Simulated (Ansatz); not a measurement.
`C[O][Mo](=[O])([F])=[S]` + HCl → `[O]=[Mo]([F])(=[S])[Cl]` + CH₃OH  (ligand exchange at a Mo–O bond)

Calculated with Ansatz (gas phase, PBE0-D4/def2-TZVP geometries, no zero-point term in ΔE). CBS: MP2 limit from def2 TZ/QZ plus the TZ coupled-cluster correction, frozen cores. This one scheme is used for every species. DFT in def2-TZVPP. HSE06 is defined as in plane-wave codes. def2 core potentials past Kr. For Mo outer-core shells are correlated without core-valence functions, which leaves a few kJ/mol of doubt a bond. One conformer a species, not always the lowest.

`C[O][Mo](=[O])([F])=[S]`:

```xyz
9

C    -0.119    0.634   -1.432
O     0.583    0.134   -0.317
Mo    0.279   -0.587    1.334
O     1.155    0.269    2.465
F     0.748   -2.372    1.362
S    -1.774   -0.364    1.755
H    -1.196    0.586   -1.257
H     0.185    1.669   -1.605
H     0.138    0.031   -2.306
```

HCl:

```xyz
2

Cl   -0.037    0.224    0.598
H     0.037   -0.224   -0.598
```

`[O]=[Mo]([F])(=[S])[Cl]`:

```xyz
5

O     0.351   -1.190   -1.197
Mo    0.010    0.011   -0.106
F    -0.118    1.630   -0.960
S    -1.827   -0.459    0.782
Cl    1.584    0.009    1.481
```

CH₃OH:

```xyz
6

C     0.299    0.075   -0.178
O    -0.568   -0.673    0.643
H     1.226   -0.492   -0.264
H     0.539    1.056    0.251
H    -0.105    0.223   -1.187
H    -1.392   -0.191    0.735
```

CCSD(T)/CBS gives -12.4 kJ/mol.

Q: Another level gave -2.9 kJ/mol. Which?
A. CCSD/def2-TZVPP
B. MP2/def2-TZVPP
C. HSE06/def2-TZVPP
D. LDA (SPW92)/def2-TZVPP

A: D. LDA (SPW92) -2.9, HSE06 -14.3, CCSD/def2-TZVPP -8.4, MP2/def2-TZVPP -23.2 kJ/mol.

Largest T1 diagnostic among the species: 0.024, so the coupled-cluster value is less sure than usual.

Leaving LDA and LC-ωPBE aside and taking each functional with its dispersion term where it has one, the values, not all of them listed here, spread over 16.0 kJ/mol, from PBE-QIDH to CAM-B3LYP-D4. LDA lies +8.3 kJ/mol from PBE without D4. From r2SCAN to r2SCAN0 (25 % exact exchange), in def2-TZVPP and without D4, ΔE moves by −3.5 kJ/mol.

CCSD(T)/CBS has its own doubt, a few kJ/mol and more with outer-core shells, so smaller differences from it don't rank the levels.
